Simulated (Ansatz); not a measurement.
The same molecule with X = O, S, Se. Ansatz, PBE0-D4/def2-TZVP geometries, multiplicity 1. Each molecule was computed in one conformer, which needn't be the lowest.

Scalar relativity is left out up to krypton.

| X | molecule | mean X–Ge bond length / Å | mean X–H bond length / Å | ideal-gas entropy at 298 K and 1 bar (rigid rotor, harmonic PBE0-D4/def2-TZVP) / J/(mol·K) | size of the dipole moment (B3LYP/def2-TZVPP) / D | LUMO energy (PBE/def2-TZVPP) / eV |
| --- | --- | --- | --- | --- | --- | --- |
| O | `[CH3][GeH]([OH])[F]` | 1.766 | 0.960 | 334 | 1.89 | -0.29 |
| S | `[CH3][GeH]([F])[SH]` | 2.208 | 1.343 | 348 | 2.62 | -0.74 |

Task: Give the row for X = Se, `[CH3][GeH]([F])[SeH]`. (An estimate is asked.)

Result: Computed: 
```tsv
X	molecule	mean X–Ge bond length / Å	mean X–H bond length / Å	ideal-gas entropy at 298 K and 1 bar (rigid rotor, harmonic PBE0-D4/def2-TZVP) / J/(mol·K)	size of the dipole moment (B3LYP/def2-TZVPP) / D	LUMO energy (PBE/def2-TZVPP) / eV
Se	`[CH3][GeH]([F])[SeH]`	2.341	1.469	361	2.52	-1.08
```

From O to Se the mean X–Ge bond length rises at each step, by 0.575 Å in all; the mean X–H bond length rises at each step, by 0.509 Å in all; the ideal-gas entropy at 298 K and 1 bar (rigid rotor, harmonic PBE0-D4/def2-TZVP) rises at each step, by 27 J/(mol·K) in all; the LUMO energy (PBE/def2-TZVPP) falls at each step, by 0.79 eV in all. Bonds lengthen as the atom grows down the group. Dipoles are sizes alone, and their direction can turn along the series.

B3LYP here is the variant with VWN-RPA as its local correlation; programs differ in this.
